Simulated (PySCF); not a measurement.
Compound: C7H11F.
Structure used (PBE0-D3(BJ)/def2-SVP), in Å, numbered top down from 1:
```
atom  x, y, z in Å
C1    -3.664    0.594   -0.782
C2    -2.597   -0.070   -0.340
C3    -1.472    0.560    0.427
F4    -1.758    1.889    0.673
C5    -0.177    0.463   -0.316
C6     0.872   -0.249    0.103
C7     2.172   -0.392   -0.621
C8     3.364    0.078    0.206
H9    -3.779    1.662   -0.583
H10   -4.451    0.089   -1.346
H11   -2.476   -1.141   -0.536
H12   -1.370    0.052    1.405
H13   -0.142    1.003   -1.270
H14    0.797   -0.771    1.068
H15    2.124    0.162   -1.573
H16    2.316   -1.455   -0.890
H17    3.440   -0.481    1.153
H18    3.274    1.145    0.458
H19    4.309   -0.064   -0.340
```

All values: CAM-B3LYP/def2-SVPD (PySCF, non-relativistic), on one gas-phase PBE0-D3(BJ)/def2-SVP geometry that isn't relaxed in the solvent. The solvent is an IEF-PCM continuum (Bondi radii, 1.10 Å for H, scaled by 1.2), and excitations are vertical TDDFT with non-equilibrium linear response and a frozen core. Specific hydrogen bonds and non-electrostatic terms are outside this model.

```
run  E − E(gas) (kcal/mol)  HOMO (eV)  HOMO–LUMO gap (eV)  dipole (D)  lowest singlet (eV)  static polarisability (au)
gas                   0.00      -8.79                9.52        2.23                 6.76                        90.2
  P                  -3.98      -8.71                9.52        3.00                 6.62                       119.8
  Q                  -2.82      -8.72                9.52        2.75                 6.63                       109.9
```

Problem. The runs were made in chloroform and dimethylsulfoxide. Which run belongs to which solvent?

Solution. P = dimethylsulfoxide, Q = chloroform. The dielectric constants are 4.711 (chloroform), 46.83 (dimethylsulfoxide), and the energy falls further as ε rises. The optical constants n² used for the excitations are 2.09, 2.19 in the same order. In this model the ground state sees the solvent through ε alone.

Problem. How constant is the ratio of the lowering to (ε − 1)/(2ε + 1)?

Solution. 
| solvent | (ε − 1)/(2ε + 1) | E − E(gas) (kcal/mol) | ratio (kcal/mol) | polarisation term (kcal/mol) |
| --- | --- | --- | --- | --- |
| chloroform | 0.356 | -2.82 | -7.9 | -3.12 |
| dimethylsulfoxide | 0.484 | -3.98 | -8.2 | -4.64 |

The ratio changes by +4.0 % in size from chloroform to dimethylsulfoxide. The polarisation term is half the interaction of the solute with the induced surface charges.

Rough CPU time on one thread of a shared machine: about 1.9 min. This is the whole response run at CAM-B3LYP/def2-SVPD in dimethylsulfoxide, SCF included.
